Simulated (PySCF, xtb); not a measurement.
C4H5Cl, SMILES C(=CC)=CCl.

GFN2-xTB (xtb 6.7.1) at its own geometry gives an orbital gap of 4.57 eV and a dipole moment of 2.36 D.

Coordinates come from a B3LYP-D3(BJ)/def2-SVP optimisation.

Task: What does PySCF with PBE/def2-TZVP give? (An estimate is asked for; the answer gives what the named calculation found.)

Result: gap 4.46 eV (levels -6.06 and -1.60 eV), dipole 2.17 D.
